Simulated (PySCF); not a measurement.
Mapped SMILES: `[CH3:1][c:2]1[cH:3][cH:4][c:5]([S:6](=[O:7])(=[O:8])[Cl:9])[s:10]1`; H(Xn) means a hydrogen on atom n.

Geometry: PBE0-D3(BJ)/def2-SVP; GIAO absolute shieldings from PySCF 2.14, gas phase, non-relativistic, averaged over equivalent atoms.

At PBE0/pcSseg-1 (216 basis functions, 52 s wall time on 1 thread of an Arm Neoverse V2, shared host):
```json
{"atoms": "C2", "σ (ppm)": "22.8"}
{"atoms": "C5", "σ (ppm)": "30.6"}
{"atoms": "C4", "σ (ppm)": "45.3"}
{"atoms": "C3", "σ (ppm)": "54.2"}
{"atoms": "C1", "σ (ppm)": "166.2"}
{"atoms": "S6", "σ (ppm)": "168.6"}
{"atoms": "S10", "σ (ppm)": "255.4"}
{"atoms": "O7/O8", "σ (ppm)": "5.4"}
{"atoms": "Cl9", "σ (ppm)": "201.0"}
{"atoms": "H(C4)", "σ (ppm)": "23.70"}
{"atoms": "H(C3)", "σ (ppm)": "24.46"}
{"atoms": "H(C1)", "σ (ppm)": "28.66"}
```

Question: Estimate the result of repeating the calculation with B3LYP/pcSseg-1.

Answer: 
| atoms | σ at B3LYP/pcSseg-1 | change |
| --- | --- | --- |
| C2 | 15.4 | -7.4 |
| C5 | 21.9 | -8.7 |
| C4 | 40.1 | -5.2 |
| C3 | 48.9 | -5.3 |
| C1 | 161.0 | -5.2 |
| S6 | 146.8 | -21.8 |
| S10 | 231.2 | -24.2 |
| O7/O8 | -3.2 | -8.6 |
| Cl9 | 162.9 | -38.1 |
| H(C4) | 23.93 | +0.23 |
| H(C3) | 24.70 | +0.24 |
| H(C1) | 28.80 | +0.14 |

The largest change is at Cl9 (chlorine bonded to S). Cost: 216 basis functions, 39 s wall time on 1 thread of an Arm Neoverse V2, shared host. The order of the carbon signals is the same at both levels.
